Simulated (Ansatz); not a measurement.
Basis-set extrapolation for C₂H₁₄N₂O₂Si₃ (`CN(C)[Si](N)(O[SiH3])O[SiH3]`) (PBE0-D4/def2-TZVP geometry, frozen core, the Gaussian-basis code of Ansatz). Multiplicity 1, RHF reference.

|  | def2-TZVPP | def2-QZVPP |
| --- | --- | --- |
| HF | -1209.760809 | -1209.806781 |
| MP2 correlation | -1.608428 | -1.727109 |
| CCSD(T) correlation | -1.752438 | not run |

Energies in hartree. Use E(X) = E(∞) + A·exp(−7.88·√X) for Hartree–Fock and E(X) = E(∞) + B·X^(−2.97) for correlation, with X = 3 and 4, and add CCSD(T) minus MP2 of the smaller set to the MP2 limit.

Q: What is the CCSD(T) energy at the basis-set limit?

A: HF limit: -1209.806781 + (-0.045972) × 0.13774 = -1209.81311. MP2 limit: -1.727109 + (-0.118681) × 0.74074 = -1.81502. Higher-order term: -1.752438 − (-1.608428) = -0.14401. Total: -1211.77214 hartree, 7.04 eV below CCSD(T)/def2-TZVPP.
